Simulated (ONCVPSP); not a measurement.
## copper (Cu): one change to an ONCV potential, before and after

copper (Cu), optimised norm-conserving Vanderbilt (ONCV), made with ONCVPSP 4.0.1 (PBEsol, scalar-relativistic). Core [Ar], reference 3d10 4s0.5 4p0.5. Waves: 4s: rc 2.10 bohr, ncon 4, nbas 8, qcut 3.4 1/bohr, 1 projector; 4p: rc 3.90 bohr, ncon 4, nbas 8, qcut 1.8 1/bohr, 2 projectors, debl 3.1 Ha; 3d: rc 1.45 bohr, ncon 5, nbas 10, qcut 12.4 1/bohr, 2 projectors, debl 1.7 Ha. Local part: polynomial inside 1.00 bohr (lpopt 5, dvloc0 2 Ha). Core correction: none.

All-electron outer shells of the reference configuration (PBEsol, scalar-relativistic, ld1.x):

```json
{"shell": "3s", "level (eV)": "-115.55", "outermost node (bohr)": "0.29", "outermost maximum (bohr)": "0.61"}
{"shell": "3p", "level (eV)": "-73.15", "outermost node (bohr)": "0.26", "outermost maximum (bohr)": "0.62"}
{"shell": "3d", "level (eV)": "-6.20", "outermost node (bohr)": "–", "outermost maximum (bohr)": "0.60"}
{"shell": "4s", "level (eV)": "-5.41", "outermost node (bohr)": "0.89", "outermost maximum (bohr)": "2.24"}
{"shell": "4p", "level (eV)": "-1.23", "outermost node (bohr)": "0.97", "outermost maximum (bohr)": "3.43"}
```

Change: all radii scaled by about 0.87 (s 1.84, p 3.40, d 1.26 bohr); local potential polynomial inside 0.88 bohr (lpopt 5, dvloc0 2 Ha).

Cutoffs: the cutoffs (Ha) at which the residual kinetic energy of the hardest occupied pseudo-wave falls to 1 and 0.1 mHa per electron; they do not see the model core or the augmentation charge, which bear on the density cutoff. Errors are all-electron minus pseudo energies relative to the spin-unpolarised reference configuration.

Task: What does the change do?

Result: The potential gets harder (58 Ha and 65 Ha → 65 Ha and 73 Ha); both files keep a bound ghost (s); the lowest positive-energy flag moves from p at 33.5 eV to p at 83.9 eV; the number of tests with a reliable result goes from 3 to 2. A smaller radius makes the pseudo-wave follow the all-electron one further in, where it bends more sharply, so more plane waves are needed.

| quantity | base | changed |
| --- | --- | --- |
| cutoff, loose | 58 Ha | 65 Ha |
| cutoff, tight | 65 Ha | 73 Ha |
| loose cutoff by channel | s 5.1 Ha, p 1.3 Ha, d 58 Ha | s 5.3 Ha, p 1.3 Ha, d 65 Ha |
| bound ghosts | s | s |
| GHOST(+) flags under 300 eV | p at 33.5 eV, p at 85.9 eV | p at 83.9 eV, p at 180.5 eV |
| tests with a reliable result | 3 of 4 | 2 of 4 |
| error for 3d10 4s1 4p0, meV [ΔE -2.04 eV] | -0.8 | -0.6 |
| error for 3d10 4s0.5 4p0, meV [ΔE 1.12 eV] | +0.7 | +0.4 |

 A true bound ghost makes a file unfit for plane-wave use even where its test errors are small: the radial tests pick states by their node count and pass the ghost by.
